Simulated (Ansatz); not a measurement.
Program: Ansatz. Geometries: PBE0-D4/def2-TZVP. ΔE: electronic, gas phase. CCSD(T)/CBS is the MP2 limit (def2-TZVPP, def2-QZVPP) plus CCSD(T) − MP2 in def2-TZVPP, frozen cores. Functionals use def2-TZVPP. B3LYP here is the variant with VWN-RPA as its local correlation; programs differ in this. Each species was taken in one conformer, which may not be the lowest.

Consider the formal exchange of groups at the Si–H bond: `B[SiH](N)F` + `C=CC(C)(C)C` → `B[Si](C)(N)F` + `C=CC(C)C`.

`B[SiH](N)F`:

Cartesian coordinates in Å:
```
B 0.779 -1.319 0.525
Si 0.267 0.594 0.209
N -1.018 0.567 -0.909
F -0.108 1.225 1.646
H 1.883 -1.747 0.361
H -0.062 -2.103 0.863
H 1.284 1.511 -0.363
H -1.235 1.345 -1.509
H -1.790 -0.073 -0.824
```

`C=CC(C)(C)C`:

Cartesian coordinates in Å:
```
C -1.934 0.885 -0.850
C -0.615 0.899 -0.717
C 0.236 -0.060 0.069
C 1.008 0.740 1.122
C 1.234 -0.711 -0.893
C -0.588 -1.141 0.755
H -2.443 1.634 -1.446
H -2.556 0.135 -0.375
H -0.051 1.684 -1.223
H 1.608 1.527 0.656
H 1.686 0.087 1.679
H 0.325 1.212 1.832
H 1.839 0.044 -1.403
H 1.913 -1.374 -0.350
H 0.717 -1.298 -1.655
H 0.067 -1.815 1.312
H -1.143 -1.740 0.029
H -1.303 -0.710 1.460
```

`B[Si](C)(N)F`:

Z-matrix (Å, degrees):
```
Si
C 1 1.859
N 1 1.708 2 107.8
B 1 2.009 2 118.4 3 -119.4
F 1 1.618 2 106.0 3 121.6
H 2 1.094 1 111.1 3 -57.2
H 2 1.092 1 111.0 3 63.3
H 2 1.092 1 110.6 3 -176.6
H 3 1.007 1 122.8 2 29.3
H 3 1.007 1 121.8 2 -173.8
H 4 1.199 1 119.6 2 173.6
H 4 1.197 1 123.9 2 -4.3
```

`C=CC(C)C`:

```xyz
15

C    -1.881   -0.668    0.617
C    -0.896   -0.817   -0.258
C     0.499   -0.279   -0.146
C     0.824    0.579   -1.367
C     0.764    0.479    1.142
H    -2.861   -1.092    0.433
H    -1.752   -0.123    1.545
H    -1.095   -1.373   -1.173
H     1.172   -1.148   -0.174
H     0.658    0.029   -2.297
H     1.868    0.903   -1.349
H     0.192    1.471   -1.388
H     0.577   -0.141    2.022
H     0.128    1.366    1.213
H     1.803    0.813    1.181
```

```
             level  ΔE (kJ/mol)
             B3LYP        -49.3
     HF/def2-TZVPP        -45.8
   CCSD/def2-TZVPP        -39.7
CCSD(T)/def2-TZVPP        -38.1
    MP2/def2-QZVPP        -36.6
      HF/CBS(def2)        -45.7
     MP2/CBS(def2)        -37.4
    CCSD/CBS(def2)        -41.5
```

(1) What does CCSD(T)/CBS give? (Estimate.)

Largest T1 diagnostic among the species: 0.012.

## Answers

(1) The calculation gave: -39.9 kJ/mol. The listed levels differ from it by -9.4, -5.9, 0.2, 1.8, 3.3, -5.8, 2.5, -1.6 kJ/mol.

The D4 term adds +4.1 kJ/mol with B3LYP and +2.3 kJ/mol with PBE0; it sums over pairs of atoms, weighted by their polarisabilities, and B3LYP, whose exchange is more repulsive, gets the larger term. In def2-TZVPP, CCSD(T) changes the Hartree–Fock value by +7.7 kJ/mol (the triples alone add +1.6 kJ/mol) and MP2 by +10.2 kJ/mol.
